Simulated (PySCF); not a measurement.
Computed with PySCF 2.14.0 with PBE-D3(BJ)/def2-TZVP // B3LYP-D3(BJ)/def2-TZVP. Gas-phase values, no solvent. Excitations are Tamm–Dancoff values on a coarser integration grid. The basis has no diffuse functions, so Rydberg states are missing or too high.

Reference species (SMILES): `CC(C)C#N` (neutral, multiplicity 1).

```
Quantity                Value
-------------------  --------
HOMO                 -7.88 eV
S1 excitation (TDA)   7.58 eV
```

Changed species: `N#CO` (X = hydroxy; the reference has X = isopropyl).

Question: Give the shifts of the HOMO and S1 excitation (TDA).

Answer: the HOMO increases by 0.33 eV, to -7.55 eV; the S1 excitation (TDA) falls by 1.24 eV, to 6.34 eV.
